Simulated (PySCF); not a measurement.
# Löwdin shares of the frontier orbitals

Species: C₅H₃FO₂.
Cartesian coordinates in Å at the PBE0-D3(BJ)/def2-SVP level; atoms count from 1:
```xyz
11
C5H3FO2 angstrom
O      2.5348   -0.1771    0.0919
C      1.3466   -0.1042   -0.0608
C      0.4905    1.1029    0.0954
C     -0.8118    0.7608    0.1105
C     -0.9665   -0.7125   -0.0305
O     -1.9608   -1.3587    0.1538
C      0.4049   -1.2463   -0.4480
F      0.7251   -2.4370    0.1011
H      0.9113    2.1043    0.2058
H     -1.6685    1.4263    0.2353
H      0.4130   -1.3292   -1.5531
```

Method used: TDDFT CAM-B3LYP/def2-SVPD, vertical, gas phase, core orbitals frozen in the response in PySCF.

Frontier orbitals with the atoms that hold most of them (Löwdin shares over 4%, at most four atoms; ? is withheld):

```tsv
orbital	ε (eV)	atoms
HOMO-3	-12.59	F8 39%, C7 16%, H11 12%, O1 8%
HOMO-2	-10.74	C3 28%, C4 28%, O1 13%, O6 13%
HOMO-1	-10.24	O6 29%, O1 29%, C7 9%, C4 6%
HOMO	-9.37	?
LUMO	-2.08	?
LUMO+1	-0.34	C5 16%, C2 16%, C7 13%, O6 12%
LUMO+2	1.15	C4 24%, C3 24%, H10 15%, H9 15%
```

(1) Which atoms hold the HOMO, and with what shares?

(2) Give the leading atoms of the LUMO.

(3) The HOMO–LUMO gap is 7.29 eV. Where does the response calculation put the lowest singlet, and from which orbitals?

(4) Give energy, strength and leading configuration of S1, S2, S4, S5 and S7, and follow the Löwdin shares of the leading atoms from the occupied to the empty orbital.

## Answers

(1) O6 (bonded to C) 28%; O1 (bonded to C) 28%; C7 (bonded to 2 C, F and H) 13%; C5 (bonded to 2 C and O) 7%. By element: oxygen 57%, carbon 20% or more.

(2) C4 (bonded to 2 C and H) 21%; C3 (bonded to 2 C and H) 21%; O1 (bonded to C) 13%; O6 (bonded to C) 13%. By element: carbon 42% or more, oxygen 27%.

(3) S1 is at 3.29 eV (f = 0.0001), 4.01 eV below the gap, made of HOMO→LUMO (92%). Without the coupling terms of the response equations the lowest excitation would equal the gap.

(4) 
- S1 (3.29 eV, f 0.0001), HOMO→LUMO (92%): O6 28% → 13%, O1 28% → 13%, C4 at most 8% → 21%, C3 at most 8% → 21%
- S2 (3.90 eV, f 0.0002), HOMO-1→LUMO (71%): O6 29% → 13%, O1 29% → 13%, C4 6% → 21%, C3 at most 7% → 21%
- S4 (5.93 eV, f 0.0025), HOMO-1→LUMO+1 (78%): O6 29% → 12%, O1 29% → at most 13%, C5 at most 7% → 16%, C2 at most 7% → 16%
- S5 (5.98 eV, f 0.351), HOMO-2→LUMO (93%): C3 28% → 21%, C4 28% → 21%
- S7 (7.24 eV, f 0.093), HOMO-2→LUMO+1 (92%): C3 28% → at most 13%, C4 28% → at most 13%, C5 at most 14% → 16%, C2 at most 14% → 16%

Löwdin shares depend on the basis, the more so with diffuse functions.

Time: 2.1 min of wall time. Hardware: an Arm Neoverse V1 with one thread, no GPU, on a shared host.

One conformer stands for the species.
